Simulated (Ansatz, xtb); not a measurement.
Ranking isomers of BrH5OSi2

3 gas-phase structures of BrH5OSi2, found in a search over its isomers (lower ones may exist). Each was relaxed with GFN2-xTB; where two conformers were screened, the lower at r2SCAN-D4/def2-SVP is listed:

A. `O[Si@H]([SiH3])Br`, a singlet
B. `O[SiH2][SiH2]Br`, a singlet
C. `[SiH3]O[SiH2]Br`, a singlet

Problem. Make a reasoned guess at their ranking by r2SCAN-D4/def2-SVP single-point energy.

Solution. Calculated order at r2SCAN-D4/def2-SVP: C (0.0), A (20.6), B (26.1) kcal/mol.

Energies above the lowest of each column, in kcal/mol; the last columns are at PBE0-D3(BJ)/def2-SVP geometries:

| structure | GFN2-xTB | HF/STO-3G | r2SCAN-D4/def2-SVP | PBE0-D3(BJ)/def2-SVP | CCSD(T)/def2-SVP + ΔMP2/def2-TZVPP |
| --- | --- | --- | --- | --- | --- |
| C | 0.0 | 0.0 | 0.0 | 0.0 | 0.0 |
| A | 50.6 | 10.4 | 20.6 | 19.4 | 25.6 |
| B | 49.5 | 15.1 | 26.1 | 23.2 | 29.5 |

Every level run on C puts it lowest or level with the lowest. Flexible structures stand in one conformer each, not always the lowest. ΔMP2 is the change of the MP2 energy from the smaller to the larger basis.

Programs: Ansatz 0.2.0, xtb 6.7.1.
